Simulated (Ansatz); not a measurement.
Compare A (`C=[CH][Al]([F])[SiH3]`) with its isomer B (`[CH3][Al]1[CH2][SiH]1F`).

Computed with Ansatz on PBE0-D4/def2-TZVP structures; ΔE is electronic, products minus reactants. CBS: MP2 limit from def2 TZ/QZ plus the TZ coupled-cluster correction, frozen cores. DFT in def2-TZVPP. B3LYP here is the variant with VWN-RPA as its local correlation; programs differ in this. One conformer a species, not always the lowest.

Problem. Which isomer does CCSD(T)/CBS put lower? Give the gap. (An estimate is asked.)

Solution. Ansatz gave: A, by 15.9 kcal/mol.

Problem. Give E(B) − E(A) in kcal/mol with CCSD(T)/def2-TZVPP, MP2/def2-TZVPP, B3LYP-D4, B2PLYP, ωB97M-V, r2SCAN-D4, CCSD/def2-TZVPP. (Best estimate.)

Solution. Ansatz gave: CCSD(T)/def2-TZVPP 16.9, MP2/def2-TZVPP 13.7, B3LYP-D4 17.7, B2PLYP 16.6, ωB97M-V 13.1, r2SCAN-D4 11.5, CCSD/def2-TZVPP 17.8. None reverses the order clearly.

Largest T1 diagnostic: 0.013.

In def2-TZVPP, CCSD(T) changes the Hartree–Fock value by −8.4 kcal/mol (the triples alone add −0.9 kcal/mol) and MP2 by −11.6 kcal/mol.
